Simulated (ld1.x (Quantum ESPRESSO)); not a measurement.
u(r) = r·R(r): atom against pseudo-atom (rubidium)

Columns: radius, all-electron u(r) and pseudo u(r) of the 5s shell (level -6.19 eV) of rubidium in the configuration [Ar] 3d10 4s2 4p6 4d0 5s0 5p0; PW91, scalar-relativistic, ultrasoft scheme, ld1.x (Quantum ESPRESSO) 7.5.

```json
{"r (bohr)": "0.160", "all-electron": "-0.0720", "pseudo": "-0.2020"}
{"r (bohr)": "0.320", "all-electron": "0.1377", "pseudo": "-0.3826"}
{"r (bohr)": "0.480", "all-electron": "0.1133", "pseudo": "-0.5235"}
{"r (bohr)": "0.640", "all-electron": "-0.0362", "pseudo": "-0.6121"}
{"r (bohr)": "0.800", "all-electron": "-0.1728", "pseudo": "-0.6428"}
{"r (bohr)": "0.960", "all-electron": "-0.2496", "pseudo": "-0.6174"}
{"r (bohr)": "1.120", "all-electron": "-0.2658", "pseudo": "-0.5445"}
{"r (bohr)": "1.280", "all-electron": "-0.2347", "pseudo": "-0.4368"}
{"r (bohr)": "1.440", "all-electron": "-0.1721", "pseudo": "-0.3093"}
{"r (bohr)": "1.600", "all-electron": "-0.0915", "pseudo": "-0.1762"}
{"r (bohr)": "1.760", "all-electron": "-0.0034", "pseudo": "-0.0487"}
{"r (bohr)": "1.920", "all-electron": "0.0853", "pseudo": "0.0655"}
{"r (bohr)": "2.080", "all-electron": "0.1696", "pseudo": "0.1636"}
{"r (bohr)": "2.240", "all-electron": "0.2468", "pseudo": "0.2461"}
{"r (bohr)": "2.400", "all-electron": "0.3153", "pseudo": "0.3155"}
{"r (bohr)": "2.560", "all-electron": "0.3746", "pseudo": "0.3746"}
{"r (bohr)": "2.720", "all-electron": "0.4245", "pseudo": "0.4245"}
{"r (bohr)": "2.880", "all-electron": "0.4655", "pseudo": "0.4655"}
{"r (bohr)": "3.040", "all-electron": "0.4984", "pseudo": "0.4984"}
{"r (bohr)": "3.200", "all-electron": "0.5238", "pseudo": "0.5238"}
{"r (bohr)": "3.360", "all-electron": "0.5424", "pseudo": "0.5424"}
{"r (bohr)": "3.520", "all-electron": "0.5550", "pseudo": "0.5550"}
{"r (bohr)": "3.680", "all-electron": "0.5621", "pseudo": "0.5621"}
{"r (bohr)": "3.840", "all-electron": "0.5640", "pseudo": "0.5640"}
{"r (bohr)": "4.000", "all-electron": "0.5611", "pseudo": "0.5611"}
{"r (bohr)": "4.160", "all-electron": "0.5535", "pseudo": "0.5535"}
```

How many radial nodes do the two functions have?

The all-electron 5s function has n − l − 1 = 4 (the table is too coarse to show those close to the nucleus); the pseudo-wave has 1, since 1 lower shell of the same l stays in the valence.

At about which radius was the pseudo-wave matched?

2.65 bohr. The columns agree to 0.0005 from 2.40 bohr on; several derivatives are matched, so the curves merge somewhat inside the radius.

Is the pseudo-wave norm-conserving?

No, it belongs to an ultrasoft set: the norm inside the radius is not constrained, and the difference is carried by the augmentation charge.
